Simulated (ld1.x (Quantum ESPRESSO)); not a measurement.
Values are calculated unless marked as measured or tabulated.
## Potentials for Pb compared

Generated with ld1.x 7.5 (TM, RRKJ, ultrasoft, PAW), atompaw 4.2 or ONCVPSP 4.0.1. The cutoff is in Ry: for ld1.x and atompaw files where the sum of valence levels is converged to 10 mRy in a Bessel basis, for ONCV files where the hardest occupied wave has 1 mHa per electron of residual kinetic energy. The error is the largest all-electron minus pseudo excitation energy over each file’s own four to seven test configurations (ionisations up to +4, promotions, holes and added fractions of an electron), all of which were solved. The labels leave out finer settings (local radius, basis sizes, second energies), which also bear on the numbers. Spin-polarised tests are not counted. The rows are a selection from randomly drawn settings: files with unsolved tests, undetermined cutoffs or missed reference levels are left out.

A true bound ghost makes a file unfit for plane-wave use even where its test errors are small: the radial tests pick states by their node count and pass the ghost by.

| potential | cutoff (Ry) | largest error (meV) | bound ghosts |
| --- | --- | --- | --- |
| TM semilocal, PBE, scalar-relativistic, rc 1.50/2.75 (sp), local p, core correction no, reference 6s1.75 6p2.25 | 40 | +147 | none |
| TM, PBE, scalar-relativistic, rc 1.60/2.05 (sp), local s, core correction yes, reference 6s2 6p0 | 50 | -207 | none |
| TM semilocal, PBE, scalar-relativistic, rc 1.70/2.40 (sp), local p, core correction yes, reference 6s2 6p2 | 30 | -605 | none |
| TM, LDA (PZ), scalar-relativistic, rc 1.75/2.40/2.25 (spd), local s, core correction yes, reference 6s1.75 6p2.25 | 25 | -525 | d |

Task: Fill in the row for Pb: TM semilocal, PBE, scalar-relativistic, rc 1.62/2.25/1.45 (spd), local p, core correction no, reference 5d10 6s2 6p0.

Result: cutoff 55 Ry, largest error -182 meV, bound ghosts: none.

Task: Fill in the row for Pb: TM, Wu–Cohen, scalar-relativistic, rc 1.65/2.55/2.55 (spd), local s, core correction no, reference 6s2 6p2.

Result: cutoff 40 Ry, largest error +85 meV, bound ghosts: d.
